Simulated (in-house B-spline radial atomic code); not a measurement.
Ionisation energies along the 56-electron series, configuration 1s2 2s2 2p6 3s2 3p6 3d10 4s2 4p6 4d10 4f5/2(6) 4f7/2(4), as differences of self-consistent energies. Dirac energy differences include first-order Breit, QED and recoil terms. NIST's values go from ground level to ground level; the uncertainty of those that are theory runs from under 0.1 % in few-electron ions to several per cent in heavy many-electron ones. Computed with a B-spline radial code for spherical atoms: Dirac-Hartree-Fock, jj configuration that fills j = l - 1/2 first, finite nuclei.

A number in brackets counts the electrons of a j subshell.

```json
{"ion": "Yb14+", "configuration after": "[Kr] 4d10 4f5/2(6) 4f7/2(3)", "ionisation energy (eV)": "295.7", "IE/(q+1)² (eV)": "1.3144", "-ε less Coulomb ΔSCF (eV)": "3.3181", "Breit and QED recoil part (eV)": "0.12915", "tabulated value (eV)": "324", "computed minus tabulated (eV)": "-28.3"}
{"ion": "Lu15+", "configuration after": "[Kr] 4d10 4f5/2(6) 4f7/2(3)", "ionisation energy (eV)": "333.8", "IE/(q+1)² (eV)": "1.304", "-ε less Coulomb ΔSCF (eV)": "3.3263", "Breit and QED recoil part (eV)": "0.13589", "tabulated value (eV)": "361", "computed minus tabulated (eV)": "-27.2"}
{"ion": "Hf16+", "configuration after": "[Kr] 4d10 4f5/2(6) 4f7/2(3)", "ionisation energy (eV)": "373.8", "IE/(q+1)² (eV)": "1.2934", "-ε less Coulomb ΔSCF (eV)": "3.3357", "Breit and QED recoil part (eV)": "0.14158", "tabulated value (eV)": "399", "computed minus tabulated (eV)": "-25.2"}
{"ion": "Ta17+", "configuration after": "[Kr] 4d10 4f5/2(6) 4f7/2(3)", "ionisation energy (eV)": "415.6", "IE/(q+1)² (eV)": "1.2828", "-ε less Coulomb ΔSCF (eV)": "3.3458", "Breit and QED recoil part (eV)": "0.1462", "tabulated value (eV)": "439", "computed minus tabulated (eV)": "-23.4"}
{"ion": "W18+", "configuration after": "[Kr] 4d10 4f5/2(6) 4f7/2(3)", "ionisation energy (eV)": "459.3", "IE/(q+1)² (eV)": "1.2724", "-ε less Coulomb ΔSCF (eV)": "3.3562", "Breit and QED recoil part (eV)": "0.14974", "tabulated value (eV)": "462.1", "computed minus tabulated (eV)": "-2.8"}
{"ion": "Re19+", "configuration after": "[Kr] 4d10 4f5/2(6) 4f7/2(3)", "ionisation energy (eV)": "?", "IE/(q+1)² (eV)": "?", "-ε less Coulomb ΔSCF (eV)": "?", "Breit and QED recoil part (eV)": "?", "tabulated value (eV)": "?", "computed minus tabulated (eV)": "?"}
{"ion": "Os20+", "configuration after": "[Kr] 4d10 4f5/2(6) 4f7/2(3)", "ionisation energy (eV)": "?", "IE/(q+1)² (eV)": "?", "-ε less Coulomb ΔSCF (eV)": "?", "Breit and QED recoil part (eV)": "?", "tabulated value (eV)": "?", "computed minus tabulated (eV)": "?"}
{"ion": "Ir21+", "configuration after": "[Kr] 4d10 4f5/2(6) 4f7/2(3)", "ionisation energy (eV)": "?", "IE/(q+1)² (eV)": "?", "-ε less Coulomb ΔSCF (eV)": "?", "Breit and QED recoil part (eV)": "?", "tabulated value (eV)": "?", "computed minus tabulated (eV)": "?"}
{"ion": "Pt22+", "configuration after": "[Kr] 4d10 4f5/2(6) 4f7/2(3)", "ionisation energy (eV)": "652.3", "IE/(q+1)² (eV)": "1.233", "-ε less Coulomb ΔSCF (eV)": "3.3975", "Breit and QED recoil part (eV)": "0.15261", "tabulated value (eV)": "660", "computed minus tabulated (eV)": "-7.7"}
{"ion": "Au23+", "configuration after": "[Kr] 4d10 4f5/2(6) 4f7/2(3)", "ionisation energy (eV)": "705.0", "IE/(q+1)² (eV)": "1.2239", "-ε less Coulomb ΔSCF (eV)": "3.4071", "Breit and QED recoil part (eV)": "0.15039", "tabulated value (eV)": "710", "computed minus tabulated (eV)": "-5.0"}
{"ion": "Hg24+", "configuration after": "[Kr] 4d10 4f5/2(6) 4f7/2(3)", "ionisation energy (eV)": "759.4", "IE/(q+1)² (eV)": "1.2151", "-ε less Coulomb ΔSCF (eV)": "3.4165", "Breit and QED recoil part (eV)": "0.14692", "tabulated value (eV)": "760", "computed minus tabulated (eV)": "-0.6"}
{"ion": "Tl25+", "configuration after": "[Kr] 4d10 4f5/2(6) 4f7/2(3)", "ionisation energy (eV)": "815.7", "IE/(q+1)² (eV)": "1.2066", "-ε less Coulomb ΔSCF (eV)": "3.4254", "Breit and QED recoil part (eV)": "0.1422", "tabulated value (eV)": "820", "computed minus tabulated (eV)": "-4.3"}
{"ion": "Pb26+", "configuration after": "[Kr] 4d10 4f5/2(6) 4f7/2(3)", "ionisation energy (eV)": "873.7", "IE/(q+1)² (eV)": "1.1985", "-ε less Coulomb ΔSCF (eV)": "3.4339", "Breit and QED recoil part (eV)": "0.13618", "tabulated value (eV)": "870", "computed minus tabulated (eV)": "3.7"}
```

Fill in the row of Re19+.

ionisation energy (eV): 504.9; IE/(q+1)² (eV): 1.2621; -ε less Coulomb ΔSCF (eV): 3.3667; Breit and QED recoil part (eV): 0.15217; tabulated value (eV): 520; computed minus tabulated (eV): -15.1.

Fill in the row of Os20+.

ionisation energy (eV): 552.2; IE/(q+1)² (eV): 1.2521; -ε less Coulomb ΔSCF (eV): 3.3772; Breit and QED recoil part (eV): 0.15348; tabulated value (eV): 570; computed minus tabulated (eV): -17.8.

Fill in the row of Ir21+.

ionisation energy (eV): 601.3; IE/(q+1)² (eV): 1.2424; -ε less Coulomb ΔSCF (eV): 3.3875; Breit and QED recoil part (eV): 0.15363; tabulated value (eV): 610; computed minus tabulated (eV): -8.7.
